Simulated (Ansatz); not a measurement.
Cartesian coordinates in Å:
```
O -2.514 1.043 -0.965
Ge -2.029 -0.589 -0.437
N -0.218 -0.314 0.002
Si 0.598 1.216 -0.003
Si 0.676 -1.715 0.516
H -1.832 1.716 -1.062
H 0.429 1.943 1.283
H 2.050 1.010 -0.251
H 0.063 2.089 -1.088
H -0.278 -2.855 0.595
H 1.292 -1.495 1.852
H 1.762 -2.050 -0.442
```

The species carries charge 0 and has multiplicity 1.

**Question.** List the PBE0/def2-TZVPP orbital energies in eV (Ansatz). (An estimate is asked.)

**Answer.** The calculation gave: Occupied: -10860.45, -1803.08, -1802.94, -1358.61, -1208.47, -1208.41, -1208.39, -522.68, -391.30, -171.34, -145.38, -145.23, -121.23, -121.09, -120.99, -100.05, -100.04, -100.02, -99.91, -99.88, -99.88, -34.09, -33.99, -33.96, -33.89, -33.78, -27.56, -23.37, -15.86, -15.48, -14.26, -12.94, -11.27, -10.98, -10.14, -9.85, -9.66, -9.57, -9.38, -8.00, -7.63. Lowest empty: -1.74, -0.22, 0.34, 0.76, 1.17, 1.34, 1.53, 1.58.
